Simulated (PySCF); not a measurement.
## Identify the compound

Molecular formula: C₅H₃F₃OP₂. Simulated spectra:

1H NMR (600 MHz, computed): δ 7.80 (m, 1H), 7.37 (m, 1H), 6.92 (m, 1H).

13C{1H} NMR (computed): δ 167.6 (C), 153.4 (CH), 142.2 (C), 133.7 (CH), 121.1 (CH).

- geometry: GFN2-xTB
- σ from GIAO-PBE0/pcSseg-1
- program: PySCF
- isolated molecule, one averaged value for each set of equivalent atoms, non-relativistic Hamiltonian, one conformer

Chemical shifts δ = σref − σ; TMS for 1H (σ = 31.72 ppm), 13C (σ = 186.93 ppm), all at this level.

Propose a structure and justify it.

Answers


5 carbon signals for 5 carbons: no two carbons are equivalent. Carbon types of the structure: 2 × C, 3 × CH, which accounts for all hydrogens. δC 167.6: substituted aromatic carbon next to the ring oxygen. δC 153.4: aromatic CH next to the ring oxygen. δC 142.2: CF3 carbon; 3 electronegative neighbours deshield it. δC 133.7, 121.1: aromatic CH. δH 7.80: hydrogen on an aromatic CH next to the ring oxygen; aromatic region. δH 7.37, 6.92: hydrogen on an aromatic CH; aromatic region.

The compound is SMILES FC(F)(F)/P=P/C1=CC=CO1.

The shifts were computed for this structure.

Splittings by 19F and 31P in the carbon and heteronuclear signals aren't shown, as no couplings were computed. Shifts are as computed. Against solution values, carbons near 30 ppm lie about +3 ppm off and those near 130 ppm about +5 ppm. Of 1211 compounds with measured shifts, 218 miss one by over three times the rms of a fit or turn the order of signals round; such compounds aren't used in these exercises. No couplings were computed; multiplicities are counted from neighbouring protons, with m where these are inequivalent, close in shift, in a saturated or five-membered ring or joined by F or P, and br s for small geminal =CH2 splittings.
